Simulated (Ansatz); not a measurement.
A trace of molecular dynamics of C$_{3}$H$_{9}$FSi (14 atoms, charge 0, multiplicity 1).

All numbers below come from UKS B3LYP-D4/STO-3G in Ansatz 0.2.0.

- ensemble: NVT, Nosé–Hoover chain
- set temperature: 300 K
- thermostat: time constant 100 fs, chain length 3 (defaults)
- seed: 971574

```csv
time (fs),T (K),potential energy less start (eV),conserved less start (meV/atom)
0,300,0.000,0.00
4,900,-0.992,-4.23
8,1068,-1.361,-11.14
12,906,-1.118,-9.97
16,944,-1.152,-6.30
20,956,-1.150,-1.91
24,653,-0.672,2.05
28,752,-0.943,-3.24
32,1006,-1.306,3.17
36,809,-1.051,3.98
40,946,-1.358,2.00
44,667,-0.892,9.65
48,749,-1.227,-1.21
52,1094,-1.769,3.12
56,723,-1.147,11.02
60,657,-1.046,14.49
64,627,-0.994,18.40
68,762,-1.401,7.59
72,867,-1.332,27.47
76,689,-1.050,30.70
80,783,-0.844,59.14
```

Question: Can this run be trusted? Judge the integration.

Answer: The conserved energy changed by up to 59 meV per atom, so the integration failed: the time step of 2 fs is too long for the fastest motions that this run met, and the later frames carry no physical meaning.

Run time: 2.9 min on 1 thread of Arm Neoverse V1, on a shared host, peak memory 0.14 GiB.
